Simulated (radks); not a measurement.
Q: K+, 18 electrons, occupied as [He] 2s2 2p4 3s2 3p6 4s2 (not the ground configuration). Method: Dirac Kohn-Sham, BLYP, spin-unpolarised, spherical densities, point nucleus; open shells fill j = l - 1/2 first; computed with a radial shooting solver on a logarithmic mesh with Libxc functionals. Some entries of the table are withheld. Estimate them.

orbital  occ.  eigenvalue (Ry)  <r^2> (bohr^2)  <r> (bohr)
1s1/2       2        -267.6793        0.008811         (1)
2s1/2       2        -31.63944          0.1652      0.3740
2p1/2       2        -26.89489          0.1349         (2)
2p3/2       2        -26.65784          0.1366         (3)
3s1/2       2              (4)           1.449       1.122
3p1/2       2              (5)           1.632         (6)
3p3/2       4              (7)           1.649         (8)
4s1/2       2         -0.79384             (9)       3.263

A: 
(1) 1s1/2 <r> (bohr): 0.08095
(2) 2p1/2 <r> (bohr): 0.3311
(3) 2p3/2 <r> (bohr): 0.3333
(4) 3s1/2 eigenvalue (Ry): -4.59717
(5) 3p1/2 eigenvalue (Ry): -3.28975
(6) 3p1/2 <r> (bohr): 1.180
(7) 3p3/2 eigenvalue (Ry): -3.25937
(8) 3p3/2 <r> (bohr): 1.186
(9) 4s1/2 <r^2> (bohr^2): 12.06
